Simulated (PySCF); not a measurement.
C2H6Si, charge -1, doublet, at a GFN2-xTB geometry (a state made from the parent by changing its charge; the spin is typed, not shown lowest) (in this run its highest filled SCF level lies above zero, so its values depend strongly on the basis, on diffuse functions most of all); B3LYP/STO-3G in PySCF.

The PySCF input:
```python
from pyscf import gto, scf, dft

mol = gto.Mole()
mol.atom = '''
    Si   -0.25215424    0.11481918    0.67817736
    C     0.74958618    1.26004226   -0.45901186
    H     0.93702546    2.21259696    0.04602924
    H     0.23131482    1.49563534   -1.39997624
    H     1.73131473    0.84650306   -0.73235712
    C    -0.41541715   -1.41220712   -0.43974705
    H     0.55427466   -1.85335584   -0.71289327
    H    -0.94572525   -1.20422356   -1.38051239
    H    -0.98305928   -2.19163532    0.07778029
'''
mol.basis = 'sto-3g'
mol.charge = -1
mol.spin = 1
mol.verbose = 4
mol.build()

mf = dft.UKS(mol)
mf.xc = 'b3lyp'
mf.grids.atom_grid = (50, 194)
mf.kernel()
```

Output, abridged:

```
PySCF version 2.14.0

[INPUT] verbose = 4
[INPUT] num. atoms = 9
[INPUT] num. electrons = 33
[INPUT] charge = -1
[INPUT] spin (= nelec alpha-beta = 2S) = 1
[INPUT] symmetry False subgroup None
[INPUT] Mole.unit = angstrom
[INPUT] Symbol           X                Y                Z      unit          X                Y                Z       unit  Magmom
[INPUT]  1 Si    -0.252154240000   0.114819180000   0.678177360000 AA   -0.476502454748   0.216976804047   1.281569474281 Bohr   0.0
[INPUT]  2 C      0.749586180000   1.260042260000  -0.459011860000 AA    1.416512586959   2.381134776778  -0.867406703327 Bohr   0.0
[INPUT]  3 H      0.937025460000   2.212596960000   0.046029240000 AA    1.770721491145   4.181202278445   0.086982657322 Bohr   0.0
[INPUT]  4 H      0.231314820000   1.495635340000  -1.399976240000 AA    0.437121658353   2.826341174821  -2.645571674498 Bohr   0.0
[INPUT]  5 H      1.731314730000   0.846503060000  -0.732357120000 AA    3.271710675125   1.599658947006  -1.383954382175 Bohr   0.0
[INPUT]  6 C     -0.415417150000  -1.412207120000  -0.439747050000 AA   -0.785024640947  -2.668684687961  -0.831001488585 Bohr   0.0
[INPUT]  7 H      0.554274660000  -1.853355840000  -0.712893270000 AA    1.047427305186  -3.502334948963  -1.347173036346 Bohr   0.0
[INPUT]  8 H     -0.945725250000  -1.204223560000  -1.380512390000 AA   -1.787161711586  -2.275652721149  -2.608790328669 Bohr   0.0
[INPUT]  9 H     -0.983059280000  -2.191635320000   0.077780290000 AA   -1.857712803412  -4.141590519724   0.146983445989 Bohr   0.0

nuclear repulsion = 97.0659669019692
number of shells = 17
number of NR pGTOs = 75
number of NR cGTOs = 25
basis = sto-3g
ecp = {}

******** <class 'pyscf.dft.uks.UKS'> ********
method = UKS
initial guess = minao
damping factor = 0
level_shift factor = 0
DIIS = <class 'pyscf.scf.diis.CDIIS'>
diis_start_cycle = 1
diis_space = 8
diis_damp = 0
SCF conv_tol = 1e-09
SCF conv_tol_grad = None
SCF max_cycles = 50
direct_scf = True
direct_scf_tol = 1e-13
number electrons alpha = 17  beta = 16
XC library pyscf.dft.libxc version 7.1.2
    S. Lehtola, C. Steigemann, M. J. T. Oliveira, and M. A. L. Marques,  SoftwareX 7, 1–5 (2018)
XC functionals = b3lyp
    P. J. Stephens, F. J. Devlin, C. F. Chabalowski, and M. J. Frisch,  J. Phys. Chem. 98, 11623 (1994)
radial grids:
    Treutler-Ahlrichs [JCP 102, 346 (1995); DOI:10.1063/1.469408] (M4) radial grids

becke partition: Becke, JCP 88, 2547 (1988); DOI:10.1063/1.454033
pruning grids: <function nwchem_prune>
grids dens level: 3
symmetrized grids: False
atomic radii adjust function: <function treutler_atomic_radii_adjust>
User specified grid scheme (50, 194)
small_rho_cutoff = 0
Set gradient conv threshold to 3.16228e-05
tot grids = 59488
init E= -364.690368073325

cycle= 1 E= -364.735634052911  delta_E= -0.0453  |g|= 0.281  |ddm|= 2.57
cycle= 2 E= -364.764329612001  delta_E= -0.0287  |g|= 0.209  |ddm|= 0.668
cycle= 3 E= -364.791367785246  delta_E= -0.027  |g|= 0.028  |ddm|= 0.313
cycle= 4 E= -364.791978141598  delta_E= -0.00061  |g|= 0.00148  |ddm|= 0.058
cycle= 5 E= -364.791981200113  delta_E= -3.06e-06  |g|= 0.000358  |ddm|= 0.00397
cycle= 6 E= -364.791981432382  delta_E= -2.32e-07  |g|= 0.000101  |ddm|= 0.00118
cycle= 7 E= -364.791981452233  delta_E= -1.99e-08  |g|= 2.18e-05  |ddm|= 0.000397
cycle= 8 E= -364.791981453117  delta_E= -8.84e-10  |g|= 3.32e-06  |ddm|= 8.83e-05
Extra cycle  E= -364.791981453135  delta_E= -1.72e-11  |g|= 1.18e-06  |ddm|= 8.85e-06
converged SCF energy = -364.791981453135  <S^2> = 0.75132497  2S+1 = 2.0013245
```
